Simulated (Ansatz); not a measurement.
A nudged elastic band was laid between two geometries of C2H4BFO (9 atoms, charge 0, multiplicity 1).

All numbers below come from RKS B3LYP-D4/6-31G (Ansatz).

```yaml
movable_images: 7
climbing_image: yes
spring: 5.0 eV/Å²
optimiser: quadratic models (default)
start_path: through a guess of the saddle point
force_threshold: 0.05 eV/Å
iteration_limit: 60
end_points: relaxed
```

Initial state:

```xyz
9
Properties=species:S:1:pos:R:3
O -2.048 -0.488 0.662
C -0.798 -0.555 0.106
C 0.153 0.408 0.112
B 1.487 0.144 -0.561
F 2.466 1.115 -0.564
H -2.221 0.373 1.098
H -0.657 -1.523 -0.362
H -0.052 1.362 0.602
H 1.757 -0.882 -1.110
```

Final state:

```xyz
9
Properties=species:S:1:pos:R:3
O -2.035 -0.511 0.647
C -0.779 -0.547 0.102
C 0.150 0.439 0.127
B 1.508 0.247 -0.527
F 1.795 -0.956 -1.155
H -2.231 0.341 1.089
H -0.607 -1.504 -0.374
H -0.086 1.381 0.623
H 2.375 1.065 -0.548
```

**Question.** What changes between the two ends?

**Answer.** No bond is made or broken. The dihedral C2–C3–B4–F5 goes from -180 to 0°.

**Question.** What energy profile does the band end with?

**Answer.** It converged. The highest image is number 4 of 0 to 8, 0.53 eV above the first end and 0.51 eV above the last; the last end lies 0.02 eV above the first. A vibrational analysis at the climbing image gives one clearly imaginary mode, 267i cm⁻¹: a first-order saddle point. Limits of this set-up: no polarisation functions.

| image | path coordinate (Å) | energy (eV) | dihedral C2–C3–B4–F5 (°) |
| --- | --- | --- | --- |
| 0 | 0.00 | 0.00 | -180 |
| 1 | 0.51 | 0.07 | -157 |
| 2 | 1.02 | 0.25 | -135 |
| 3 | 1.53 | 0.44 | -113 |
| 4 | 2.04 | 0.53 | -91 |
| 5 | 2.56 | 0.44 | -69 |
| 6 | 3.08 | 0.25 | -46 |
| 7 | 3.60 | 0.08 | -23 |
| 8 | 4.11 | 0.02 | 0 |

**Question.** What is the geometry of the highest image?

**Answer.** 
```xyz
9
Properties=species:S:1:pos:R:3
O -1.999 -0.514 0.862
C -0.733 -0.615 0.310
C 0.072 0.393 -0.060
B 1.476 0.213 -0.680
F 2.591 0.176 0.126
H -2.277 0.417 0.984
H -0.475 -1.663 0.214
H -0.280 1.422 0.073
H 1.714 0.125 -1.847
```

**Question.** What are the harmonic wavenumbers there?

**Answer.** 267i, 152, 219, 417, 486, 567, 790, 859, 990, 1007, 1089, 1118, 1208, 1303, 1361, 1417, 1704, 2665, 3104, 3239, 3633 cm⁻¹.

Run time: 110 s on 1 thread of Intel(R) Xeon(R) Platinum 8488C (Sapphire Rapids), with other jobs on the host, peak memory 0.14 GiB.
